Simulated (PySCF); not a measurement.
Lithium: a sound run and one with changed settings

Sound run: Li⁺ 1s2, Li²⁺ 1s1. All numbers are calculated (PySCF 2.14, the spin-free X2C one-electron Hamiltonian (Gaussian nucleus), in cc-pVTZ-DK (4s3p2d1f, 30 functions)). The sound run starts from symmetry-adapted Hartree-Fock orbitals and uses a fine grid where one is needed.

Changed run: radial step 0.5 in ln r (0.13 in the sound run). This setting is unsound on purpose.

```
species  method  sound run (hartree)  changed run (hartree)  converged
    Li⁺     UHF             -7.23704               -7.23704        yes
    Li⁺     LDA             -7.14294               -7.14305        yes
    Li⁺    TPSS             -7.28702               -7.28683        yes
   Li²⁺     UHF             -4.49941               -4.49941        yes
   Li²⁺     LDA             -4.40202               -4.40210        yes
   Li²⁺    TPSS             -4.49969               -4.49964        yes
```

Ionisation energy of Li⁺:

```
method  sound run (eV)  changed run (eV)
   UHF          74.495            74.495
   LDA          74.584            74.585
  TPSS          75.847            75.843
```

A coarse radial grid mis-integrates the density and the exchange-correlation energy, with errors of either sign; Hartree-Fock needs no grid.

For comparison, NIST gives 75.640 eV between the lowest levels.
